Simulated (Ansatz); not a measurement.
The first iterations of a band of C2H5NSi (9 atoms, charge 0, multiplicity 1).

Method: RKS PBE0-D4/def2-SVP (Ansatz).

- movable images: 5
- climbing image: from the first iteration
- spring: 5.0 eV/Å²
- optimiser: fire
- start path: IDPP
- force threshold: 0.03 eV/Å
- iteration limit: 60
- end points: relaxed

Initial state:

```xyz
9
Properties=species:S:1:pos:R:3
N 0.139 1.201 -1.180
C 0.100 0.200 -0.281
C 0.780 -0.927 0.028
Si -0.635 -0.707 1.124
H 0.935 1.305 -1.797
H -0.464 2.002 -1.070
H 1.660 -1.457 -0.342
H -0.515 -0.194 2.523
H -1.913 -1.469 0.979
```

Final state:

```xyz
9
Properties=species:S:1:pos:R:3
N 0.221 1.273 -1.089
C 0.127 0.224 -0.251
C 0.791 -0.918 0.039
Si -0.633 -0.706 1.126
H -0.535 1.938 -1.151
H 0.888 1.263 -1.850
H 1.674 -1.444 -0.326
H -0.524 -0.233 2.540
H -1.920 -1.444 0.945
```

| iteration | highest image above the first end (eV) | largest band force component (eV/Å) |
| --- | --- | --- |
| 1 | 0.885 | 1.791 |
| 2 | 0.858 | 1.993 |
| 3 | 0.827 | 1.039 |
| 4 | 0.817 | 0.611 |
| 5 | 0.816 | 0.573 |
| 6 | 0.814 | 0.502 |
| 7 | 0.811 | 0.407 |
| 8 | 0.809 | 0.345 |
| 9 | 0.808 | 0.435 |
| 10 | 0.806 | 0.481 |
| 11 | 0.804 | 0.478 |
| 12 | 0.801 | 0.379 |
| 13 | 0.797 | 0.226 |
| 14 | 0.793 | 0.203 |
| 15 | 0.790 | 0.295 |
| 16 | 0.785 | 0.244 |
| 17 | 0.779 | 0.209 |
| 18 | 0.773 | 0.287 |
| 19 | 0.765 | 0.246 |
| 20 | 0.755 | 0.254 |

Task: Does the band converge within its limit, and where does its top end?

Result: It did not converge within its limit. It ended after 60 iterations with the highest image 0.630 eV above the first end. The band didn't meet its force threshold, so its energies are provisional: the largest band force was still 0.03 eV/Å, and over the last iterations the top stayed at 0.63 eV.

Run time: 12 min on 1 thread of Arm Neoverse V2, on a shared host, peak memory 0.17 GiB.
